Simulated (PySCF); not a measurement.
This PySCF input asks for the NMR shieldings of SMILES C[SiH2]N[Si](N)(S)S, CH10N2S2Si2; the geometry comes from GFN2-xTB.

```python
import basis_set_exchange as bse
import numpy as np
from pyscf import gto, dft
from pyscf.prop import nmr

atoms = """
C     3.054043   -0.350794    0.257160
Si    1.429848    0.270523    1.001107
N     0.161790   -0.421567    0.028220
Si   -1.512928   -0.031602    0.062767
N    -2.083462    1.376452   -0.733777
S    -2.593964   -1.621978   -0.914061
S    -2.010006    0.226160    2.139020
H     3.895027    0.096516    0.775265
H     3.152551   -1.428639    0.344544
H     3.141877   -0.092745   -0.793913
H     1.302546    1.728953    0.895149
H     1.271749   -0.153922    2.393669
H     0.437639   -1.139428   -0.622133
H    -2.208816    1.367533   -1.732267
H    -1.781188    2.281882   -0.415619
H    -2.361674   -2.537954    0.012674
H    -3.302032    0.442639    1.941746
"""
names = dict.fromkeys(["C", "Si", "N", "S", "H"], "pcSseg-1")
basis = {el: gto.basis.parse(bse.get_basis(n, elements=[el], fmt="nwchem")) for el, n in names.items()}
mol = gto.M(atom=atoms, basis=basis, charge=0, verbose=0)
mf = dft.RKS(mol, xc="PBE0")
mf.grids.level = 2
mf.grids.alignment = dft.numint.BLKSIZE   # the property module wants whole blocks of grid points
mf.conv_tol = 1e-9
mf.kernel()

calc = nmr.RKS(mf)   # GIAO
C = mf.mo_coeff
Co = C[:, mf.mo_occ > 0]
resp = mf.gen_response(singlet=True, hermi=2)
def vind(x):   # induced exchange potential for any number of trial vectors
    d = np.einsum("pi,xij,qj->xpq", C, 2 * x.reshape(-1, C.shape[1], Co.shape[1]), Co, optimize=True)
    return np.einsum("xpq,pi,qj->xij", resp(d - d.transpose(0, 2, 1)), C, Co, optimize=True).ravel()
mo1, _ = nmr.rhf.solve_mo1(calc, with_cphf=vind)
sigma = calc.kernel(mo1)
for i, s in enumerate(sigma):   # ppm
    print("%2d %-2s %9.2f" % (i, mol.atom_pure_symbol(i), np.trace(s) / 3))
```

Question: Give the expected output.

Answer: 
```
 0 C     191.39
 1 Si    386.06
 2 N     213.10
 3 Si    351.15
 4 N     220.11
 5 S     671.90
 6 S     671.55
 7 H      31.68
 8 H      31.43
 9 H      31.49
10 H      26.88
11 H      26.87
12 H      31.04
13 H      30.62
14 H      30.39
15 H      31.01
16 H      30.69
```

These numbers come from an equivalent density-fitted implementation of the same equations, which agrees with the script to about 0.01 ppm for H and up to a few tenths of a ppm for heavy atoms, so last digits may differ.

Question: Turn these shieldings into chemical shifts. Referencing at the same level of theory: 13C (σref 186.93) and 29Si (σref 349.16) and 1H (σref 31.72) vs TMS; 15N (σref 267.73) vs NH3; CS2 for 33S (σref 503.73).

Answer: Averaging equivalent atoms: C 0: -4.5; Si 3: -2.0; Si 1: -36.9; N 2: 54.6; N 4: 47.6; S 5/6: -168; H 10/11: 4.84; H 13/14: 1.21; H 15/16: 0.87; H 12: 0.68; H 7/8/9: 0.19 ppm. Experimental scales use liquid or dissolved standards, which lie at an offset from isolated NH3 (liquid NH3: subtract about 20 ppm).

Size and cost of the density-fitted run: 197 basis functions, 76 s wall time on 1 thread of an Arm Neoverse N1, shared host; peak memory 0.92 GiB.
